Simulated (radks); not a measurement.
Values are calculated unless marked as measured or tabulated.
Mn3+, configuration [Ar] 3d4 (the NIST ground configuration). Level of theory: Dirac Kohn-Sham, PBE, spin-unpolarised, spherical densities, finite nucleus; open shells are shared between the two j in proportion to 2j + 1; Fermi nuclear charge, rms radius 3.7057 fm (a radial shooting solver on a logarithmic mesh with Libxc functionals).

Normalised radial functions P(r) = r R(r) (large component), r in bohr:

| r | 3s1/2 | 3d3/2 |
|---|---|---|
| 0.002888 | 0.0798 | 0.0000 |
| 0.00414 | 0.1100 | 0.0000 |
| 0.005934 | 0.1496 | 0.0000 |
| 0.008505 | 0.1991 | 0.0001 |
| 0.01219 | 0.2567 | 0.0002 |
| 0.01747 | 0.3152 | 0.0007 |
| 0.02504 | 0.3585 | 0.0018 |
| 0.0359 | 0.3571 | 0.0049 |
| 0.05145 | 0.2697 | 0.0127 |
| 0.07375 | 0.0598 | 0.0315 |
| 0.1057 | -0.2603 | 0.0737 |
| 0.1515 | -0.5681 | 0.1590 |
| 0.2172 | -0.6169 | 0.3096 |
| 0.3113 | -0.1915 | 0.5299 |
| 0.4461 | 0.5837 | 0.7751 |
| 0.6395 | 1.1640 | 0.9432 |
| 0.9166 | 1.0920 | 0.9220 |
| 1.314 | 0.5824 | 0.7076 |
| 1.883 | 0.1686 | 0.4094 |
| 2.699 | 0.0224 | 0.1612 |
| 3.869 | 0.0010 | 0.0352 |

3s1/2: eigenvalue -121.81 eV, 2 radial nodes at r = 0.0795, 0.343 bohr, <r> = 0.844 bohr, 90 % of the charge inside 1.26 bohr. 3d3/2: eigenvalue -41.286 eV, 0 radial nodes, <r> = 1.04 bohr, 90 % of the charge inside 1.75 bohr.
